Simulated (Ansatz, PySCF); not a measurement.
CH3Cd (SMILES [CH3][Cd]), doublet, geometry from GFN2-xTB (such geometries of metal compounds can be far from the true shape) (the spin is typed, not shown lowest) (core potentials on Cd), atoms displaced at random by about 0.03 Å a coordinate. Base run: PySCF with HF/def2-SVP, gradient.

Here is a job for PySCF.
```python
from pyscf import gto, scf

mol = gto.M(
    atom='''
Cd   -0.271164   -0.172726   -0.234278
C     1.394046    0.915366    1.162415
H     1.962417    0.107236    1.664744
H     0.973772    1.587979    1.865380
H     2.096198    1.486410    0.445791
''',
    basis='def2-svp',
    ecp={'Cd': 'def2-svp'},
    charge=0,
    spin=1,
    verbose=4,
)

mf = scf.UHF(mol)
mf.kernel()
g = mf.nuc_grad_method()
grad = g.kernel()
```

Programs used: Ansatz (an electronic-structure program), PySCF; a row that names a program was run with it.

The coordinate followed is z of atom 4.

The base run was repeated with changes; each row names its change, and settings that it needs were set with it.

| change | dE/dx (Eh/bohr) | net force (Eh/bohr) |
|---|---|---|
| base | -0.013754 | 0.000000 |
| finite difference step (bohr) = 0.2; conv_tol = 1e-11 | -0.014980 | - |
| density fitting = on | -0.013762 | 0.000000 |
| finite difference step (bohr) = 1e-5; conv_tol = 1e-11 | -0.013754 | - |
| conv_tol = 1e-6 | -0.013753 | 0.000000 |
| finite difference step (bohr) = 0.01; conv_tol = 1e-11 | -0.013757 | - |
| density fitting = on; auxbasis_response = off | -0.013762 | 0.000339 |
| finite difference step (bohr) = 1e-4; conv_tol = 1e-11 | -0.013754 | - |
| finite difference step (bohr) = 1e-3; conv_tol = 1e-11 | -0.013754 | - |
| code = ansatz | -0.013754 | 0.000000 |
| conv_tol = 1e-11 | -0.013754 | 0.000000 |
| conv_tol = 1e-4 | -0.013680 | 0.000000 |

The net force is zero for an exact gradient.

Open shells are given as the SCF converged; they aren't shown to be the lowest states, and a large step between rows can be another state.
